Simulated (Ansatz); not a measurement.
Species: TiH, net charge 0, quartet state. The spin state was set by rule; other spins were not relaxed. SMILES: [TiH]
Geometry from a B3LYP-D3(BJ)/def2-TZVP (Ansatz, an electronic-structure program) optimisation:
```
Ti
H 1 1.7615
```
Charge 0, spin multiplicity 4.

Quantity: atomisation energy (electronic, to ground-state atoms), in kcal/mol. Correlated levels leave the core frozen unless marked. UHF or UKS for open shells. No spin-orbit coupling. Frozen are the shells of the preceding noble gas and the d and f shells that filled before the atom's block. Non-relativistic. The coupled-cluster limit lacks core correlation, which all-electron functionals hold. CBS marks a two-point X^-3 extrapolation of the correlation energy; Hartree-Fock from the larger set.

The T1 diagnostic of CCSD in the largest basis is 0.058, which is high, so the coupled-cluster rows are less sure than usual.

| level | program | atomisation energy (kcal/mol) |
|---|---|---|
| PBE0/6-31G* | Ansatz | ___ |
| PBE0/def2-SVP | Ansatz | 59.3 |
| CAM-B3LYP-D4/def2-TZVPD | Ansatz + dftd4 | 60.8 |
| CAM-B3LYP/def2-TZVPD | Ansatz | 60.3 |
| LC-wPBE-D4/def2-TZVPD | Ansatz + dftd4 | 66.6 |
| CCSD/def2-SVP | Ansatz | ___ |
| CCSD(T)/CBS(def2-TZVPPD,def2-QZVPPD) | Ansatz | 50.3 |

### Question
Fill in the missing entries.

### Answer

- PBE0/6-31G*, atomisation energy (kcal/mol): 56.3
- CCSD/def2-SVP, atomisation energy (kcal/mol): 42.7
